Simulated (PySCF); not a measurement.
FGeH5SSi. Atoms are numbered in the order given.

```xyz
9

Si     1.8441     0.0460    -0.1445
F      1.4259    -0.4030    -1.6567
S      0.2329     1.1071     0.7181
Ge    -1.3297    -0.3865     0.1536
H      2.1468    -1.2088     0.5872
H      3.0162     0.9516    -0.2094
H     -2.4521    -0.2315     1.1837
H     -1.8347    -0.0895    -1.2598
H     -0.7025    -1.7846     0.2275
```

Coordinates come from a ωB97X-D3(BJ)/def2-SVP optimisation. This is a generated structure with no PubChem entry under its InChIKey; it may be hypothetical. Other conformers were not sampled.

All values below come from PBE/def2-TZVP (PySCF).

ESP charges are fitted to the potential on shells at 1.4 to 2.0 van der Waals radii. Atomic charges (e):

```json
[
 {"atom": "Si1", "ESP fit": "0.27", "IAO": "0.95", "Mulliken": "0.42", "Löwdin": "-0.14"},
 {"atom": "F2", "ESP fit": "-0.20", "IAO": "-0.52", "Mulliken": "-0.29", "Löwdin": "0.00"},
 {"atom": "S3", "ESP fit": "-0.19", "IAO": "-0.39", "Mulliken": "-0.31", "Löwdin": "0.23"},
 {"atom": "Ge4", "ESP fit": "0.13", "IAO": "0.39", "Mulliken": "0.15", "Löwdin": "0.14"},
 {"atom": "H5", "ESP fit": "-0.03", "IAO": "-0.14", "Mulliken": "-0.03", "Löwdin": "-0.04"},
 {"atom": "H6", "ESP fit": "0.00", "IAO": "-0.12", "Mulliken": "-0.02", "Löwdin": "-0.04"},
 {"atom": "H7", "ESP fit": "0.01", "IAO": "-0.06", "Mulliken": "0.02", "Löwdin": "-0.05"},
 {"atom": "H8", "ESP fit": "0.01", "IAO": "-0.06", "Mulliken": "0.02", "Löwdin": "-0.05"},
 {"atom": "H9", "ESP fit": "0.00", "IAO": "-0.06", "Mulliken": "0.02", "Löwdin": "-0.05"}
]
```
